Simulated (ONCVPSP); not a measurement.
## rhenium (Re), ONCV: configuration errors across variants

rhenium (Re), optimised norm-conserving Vanderbilt (ONCV), made with ONCVPSP 4.0.1 (LDA (Perdew-Wang 92), scalar-relativistic). Core [Kr] 4d10 4f14, reference 5s2 5p6 5d5 6s1.5 (charge +0.5). Waves: 5s+6s: rc 1.65 bohr, ncon 4, nbas 8, qcut 8.6 1/bohr, 2 projectors; 5p: rc 2.05 bohr, ncon 5, nbas 10, qcut 5.6 1/bohr, 3 projectors, debl 3.5 Ha; 5d: rc 1.65 bohr, ncon 3, nbas 6, qcut 5.4 1/bohr, local; f scattering state at 0.42 Ha: rc 2.00 bohr, ncon 4, nbas 9, qcut 6.4 1/bohr, 2 projectors, debl 0.9 Ha. Local part: the d channel. Core correction: Teter function, fcfact 3.5, rcfact 1.05.

All-electron excitation energies from the reference (eV): (1) 5s2 5p6 5d5 6s2 -3.898; (2) 5s2 5p6 5d5 6s1 5.610; (3) 5s2 5p6 5d5 6s0 22.281; (4) 5s2 5p6 5d4 6s2 6.288.

Errors AE − PS in meV (a dash: test not solved or not reliable):

| change | (1) | (2) | (3) | (4) | bound ghosts | GHOST(+) flags above zero |
| --- | --- | --- | --- | --- | --- | --- |
| base | +1.3 | -1.7 | -6.3 | +0.3 | none | f |
| core correction Teter function, fcfact 1.5, rcfact 1.05 | +1.3 | -1.7 | -6.0 | +0.6 | none | f |
| core correction Teter function, fcfact 2.9, rcfact 1.05 | +1.3 | -1.7 | -6.2 | +0.4 | none | f |
| core correction Teter function, fcfact 4.2, rcfact 1.05 | +1.3 | -1.7 | -6.4 | +0.3 | none | f |
| core correction Teter function, fcfact 5, rcfact 1.05 | +1.3 | -1.7 | -6.4 | +0.2 | none | f |
| core correction Teter function, fcfact 7.7, rcfact 1.05 | +1.3 | -1.8 | -6.6 | 0.0 | none | f |

Give the same row for: core correction Teter function, fcfact 6.5, rcfact 1.05.

+1.3, -1.7, -6.6, +0.1; bound ghosts: none; GHOST(+) flags above zero: f.
